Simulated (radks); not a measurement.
Question: These are the eigenvalues of the occupied orbitals of an atom or ion with whole-number occupations (hartree). Calculated with a radial shooting solver on a logarithmic mesh with Libxc functionals: scalar-relativistic Kohn-Sham, exchange-only r2SCAN, spin-unpolarised, spherical densities, finite nucleus; meta-GGA in the generalised Kohn-Sham scheme; Fermi nuclear charge, rms radius of each element as measured or else 0.836 A^(1/3) + 0.57 fm.

1s: -351.1250
2s: -42.96256
2p: -37.16026
3s: -4.89820
3p: -3.14254
3d: -0.34683
4s: -0.20075

Which element is it, and in what charge state? The configuration may be excited.

Answer: Z = 30, zinc, charge 0: Zn in [Ar] 3d10 4s2. The list shows which subshells hold electrons but not how many an open one holds; the 1s level, -351.12 hartree, gives Z - s = 26.5 by -(Z - s)^2/2, which with screening and relativity narrows Z to a few neighbours, and the depths of the outer levels then fix element, charge and occupations together.
